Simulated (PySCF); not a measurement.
Species: C4H11NS2Si.
Geometry (PBE0-D3(BJ)/def2-SVP, Å), atoms numbered from 1 in this order:
```xyz
19
C4H11NS2Si angstrom
C     -2.4122    0.1793   -0.8637
N     -1.3022    0.5002   -0.0020
C     -1.5868    0.3871    1.4074
Si     0.3088    0.6433   -0.5918
S      1.3117    2.2019    0.4970
C      2.8631    1.2917    0.8289
C      2.6004   -0.1721    1.1170
S      1.7169   -0.9683   -0.2726
H     -2.1358    0.3156   -1.9196
H     -2.7558   -0.8662   -0.7373
H     -3.2756    0.8385   -0.6563
H     -0.7246    0.7311    1.9974
H     -1.8227   -0.6527    1.7065
H     -2.4503    1.0190    1.6850
H      0.1648    0.8375   -2.0597
H      3.3251    1.7829    1.6999
H      3.5386    1.4025   -0.0326
H      2.0212   -0.2921    2.0456
H      3.5492   -0.7186    1.2331
```

The calculation used TDDFT wB97X-D/def2-SVPD, vertical, gas phase, core orbitals frozen in the response (PySCF).

Ground-to-excited transition dipoles (e·a0, same axes as the geometry; the sign carries no meaning), for the states with f of 0.002 or more among the lowest 6:

```csv
state,E (eV),μx,μy,μz
S3,6.032,-0.053,-0.233,0.060
S4,6.412,-0.667,-0.105,0.222
S5,6.471,-0.446,-0.049,0.193
S6,6.645,0.090,-0.073,0.345
```

(1) What oscillator strength does each state have?

(2) Which bond between heavy atoms lies closest to the direction of the S4 transition dipole?

(3) What angle do the transition dipoles of S4 and S5 make?

(4) How is the summed strength of these states shared among x, y and z?

(5) What peak molar absorption coefficient would the strongest computed level give as a lone Gaussian band 0.5 eV wide at half height?

## Answers

(1) f = (2/3) ΔE |μ|² with ΔE in hartree (27.2114 eV).

```
state  |μ|² (au)  |μ| (D)      f
   S3      0.061     0.63  0.009
   S4      0.505     1.81  0.079
   S5      0.238     1.24  0.038
   S6      0.132     0.92  0.022
```

(2) N2–Si4, at 4° from it; next S5–C6 at 48°.

(3) |cos θ| = |μa·μb| / (|μa| |μb|) = 1.00, so θ ≈ 6° (taken between 0 and 90°, since the signs are arbitrary).

(4) (2/3) Σ ΔE μα² gives 0.103 for x, 0.011 for y and 0.034 for z, 0.148 in all.

(5) ε(max) = 2.175×10⁸ f / FWHM, with the width in cm⁻¹. S4: 2.175×10⁸ × 0.0793 / 4033 ≈ 4300 L mol⁻¹ cm⁻¹.

One conformer stands for the species.

Without π bonds the low states may be Rydberg-like; a valence basis with one diffuse set may place them up to an eV too high.
